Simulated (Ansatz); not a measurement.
Two isomers of C3H9NSi: A = `C=C[SiH2]NC`, B = `C=NC[SiH2]C`.

Computed with Ansatz on PBE0-D4/def2-TZVP structures; ΔE is electronic, products minus reactants. CCSD(T)/CBS is the MP2 limit (def2-TZVPP, def2-QZVPP) plus CCSD(T) − MP2 in def2-TZVPP, frozen cores. DFT in def2-TZVPP. Each species was taken in one conformer, which may not be the lowest.

**Question.** Which isomer does CCSD(T)/CBS put lower? Give the gap. (Best estimate.)

**Answer.** Ansatz gave: A, by 10.4 kcal/mol.

**Question.** Give E(B) − E(A) in kcal/mol with ωB97M-V, BLYP-D4, CCSD(T)/def2-SVP, HF/def2-TZVPP, LDA (SPW92), CCSD(T)/def2-TZVPP, B2PLYP. (Best estimate.)

**Answer.** Ansatz gave: ωB97M-V 9.5, BLYP-D4 8.0, CCSD(T)/def2-SVP 6.7, HF/def2-TZVPP 12.6, LDA (SPW92) 7.7, CCSD(T)/def2-TZVPP 9.4, B2PLYP 9.6. None reverses the order clearly.

**Question.** Does the order hold for the free energy at 298.15 K (harmonic terms from PBE0-D4)? (Estimate.)

**Answer.** Computed: Yes: G(B) − G(A) = +9.4 kcal/mol, for one conformer each.

Largest T1 diagnostic: 0.011.

From r2SCAN to r2SCAN0 (25 % exact exchange), in def2-TZVPP and without D4, E(B) − E(A) moves by +1.3 kcal/mol. Leaving LDA and LC-ωPBE aside and taking each functional with its dispersion term where it has one, the values, not all of them listed here, spread over 5.0 kcal/mol, from revPBE-D4 to BHLYP-D4. LDA lies +1.1 kcal/mol from PBE without D4.
